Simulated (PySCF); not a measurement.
**Dipole response of C⁺ (carbon, charge +1)**

[He] 2s2 2p1, 2P determinant. Computed with PySCF 2.14 in aug-cc-pCVTZ-DK with one added diffuse shell each of s, p, d, f type (8s7p5d3f, 75 functions), with scalar relativity by spin-free X2C-1e. Coupled (time-dependent) response in atomic units; α is the mean over directions.

| method | mean α (bohr³) | α xx, yy, zz | C₆ (like pair) | S(−4) |
| --- | --- | --- | --- | --- |
| UHF | 6.293 | 6.365, 6.150, 6.365 | 14.95 | 39.81 |
| PBE | 6.088 | 6.122, 6.019, 6.122 | 14.64 | 28.23 |
| PBE0 | 6.067 | 6.119, 5.962, 6.119 | 14.54 | 28.63 |
| BLYP | 6.078 | 6.133, 5.967, 6.133 | 14.54 | 28.35 |

S(−4) is the Cauchy moment in α(ω) = α(0) + S(−4) ω² + …

α(iu) at PBE0:

```csv
u (hartree),α(iu) (bohr³)
0,6.067
0.0500,5.996
0.100,5.799
0.200,5.160
0.300,4.412
0.500,3.121
0.750,2.081
1.00,1.465
1.50,0.8303
2.00,0.5331
3.00,0.2741
5.00,0.1136
```

A single London oscillator, α(iu) = α/(1 + u²/ω²), gives C₆ = (3/4) ω α². Matching the computed C₆ needs ω = 4 × 14.54 / (3 × 6.067²) = 0.527 hartree.

For an ion, C₆ is the dispersion term alone; charge-induced terms of lower order in 1/R come first.

The components differ because the open shell of this determinant is not spherical; for a pure term their mean is the scalar polarisability.
